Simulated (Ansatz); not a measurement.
Gas-phase electronic energies from Ansatz, PBE0-D4/def2-TZVP geometries. CCSD(T)/CBS adds triple-zeta CCSD(T) − MP2 to the extrapolated MP2 energy (def2 sets, frozen cores). This one scheme is used for every species. DFT in def2-TZVPP. B3LYP here is the variant with VWN-RPA as its local correlation; programs differ in this. One conformer a species, not always the lowest.

Consider the redistribution: `B[SiH2][SiH2][SiH3]` + `N[SiH2][SiH2][SiH3]` → `[SiH3][SiH2][SiH2][SiH2][SiH2][SiH3]` + `BN`.

| level | ΔE (kJ/mol) |
| --- | --- |
| B3LYP-D4 | -148.2 |
| B2PLYP | -135.8 |
| B3LYP | -131.0 |
| MP2/def2-TZVPP | -143.8 |

Q: What does CCSD(T)/CBS give? (Best estimate.)

A: Computed: -141.9 kJ/mol. The listed levels differ from it by -6.3, 6.1, 10.9, -1.9 kJ/mol.

Largest T1 diagnostic among the species: 0.014.

The D4 term adds −17.2 kJ/mol with B3LYP and −10.8 kJ/mol with PBE0; it sums over pairs of atoms, weighted by their polarisabilities, and B3LYP, whose exchange is more repulsive, gets the larger term. In def2-TZVPP, CCSD(T) changes the Hartree–Fock value by −29.2 kJ/mol (the triples alone add −5.7 kJ/mol) and MP2 by −30.5 kJ/mol.
